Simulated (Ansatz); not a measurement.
Reaction (atomization): `S[CH]1[CH2][GeH2]1` → 2 C• + Ge• + 6 H• + S•

Program: Ansatz. Geometries: PBE0-D4/def2-TZVP. ΔE: electronic, gas phase. CCSD(T)/CBS adds triple-zeta CCSD(T) − MP2 to the extrapolated MP2 energy (def2 sets, frozen cores). This one scheme is used for every species, atoms too. Functionals use def2-TZVPP. B3LYP here is the variant with VWN-RPA as its local correlation; programs differ in this. No spin–orbit coupling; open shells (•) take unrestricted orbitals. Spin–orbit coupling would lower the free atoms: a little for C, S; clearly for Ge. For Ge outer-core shells are correlated without core-valence functions, so the limit isn't a true one: a few kJ/mol of doubt a bond, and 10 to 20 or more in all where bonds break to atoms. Scalar relativity is left out up to krypton. One conformer a species, not always the lowest.

`S[CH]1[CH2][GeH2]1`:

```xyz
10

S     0.583   -1.730    1.112
C    -0.215   -0.194    0.688
C    -0.981   -0.223   -0.634
Ge    0.522    1.001   -0.670
H     1.667   -1.227    1.724
H    -0.751    0.270    1.511
H    -1.988    0.180   -0.620
H    -0.886   -1.129   -1.223
H     1.802    0.560   -1.361
H     0.246    2.492   -0.527
```

```
             level  ΔE (kJ/mol)  difference from CCSD(T)/CBS
            PBE-D4       3372.5                         48.0
         r2SCAN-D4       3329.0                          4.5
           PBE0-D4       3326.6                          2.1
          B3LYP-D4       3292.7                        -31.8
           ωB97X-V       3329.7                          5.2
           ωB97M-V       3315.2                         -9.3
            B2PLYP       3262.4                        -62.1
               PBE       3350.1                         25.6
            r2SCAN       3323.8                         -0.7
              PBE0       3307.7                        -16.8
             B3LYP       3256.2                        -68.3
     HF/def2-TZVPP       2349.8                       -974.7
    MP2/def2-TZVPP       3273.9                        -50.6
SCS-MP2/def2-TZVPP       3258.8                        -65.7
   CCSD/def2-TZVPP       3185.2                       -139.3
CCSD(T)/def2-TZVPP       3241.4                        -83.1
     HF/def2-QZVPP       2351.7                       -972.8
    MP2/def2-QZVPP       3322.3                         -2.2
SCS-MP2/def2-QZVPP       3313.7                        -10.8
      HF/CBS(def2)       2352.0                       -972.5
     MP2/CBS(def2)       3357.1                         32.6
    CCSD/CBS(def2)       3268.3                        -56.2
       CCSD(T)/CBS       3324.5                            0
```

Largest T1 diagnostic among the species: 0.011.

The D4 term adds +36.5 kJ/mol with B3LYP and +18.9 kJ/mol with PBE0; it sums over pairs of atoms, weighted by their polarisabilities, and B3LYP, whose exchange is more repulsive, gets the larger term. In def2-TZVPP, CCSD(T) changes the Hartree–Fock value by +891.6 kJ/mol (the triples alone add +56.2 kJ/mol) and MP2 by +924.1 kJ/mol; breaking electron pairs costs correlation energy, which Hartree–Fock lacks.

For atomizations the MP2-based limit and the directly extrapolated one differ by several kJ/mol either way, and by 10 to 25 for some Ge, Se and Sn compounds, so smaller differences from it don't rank the levels.
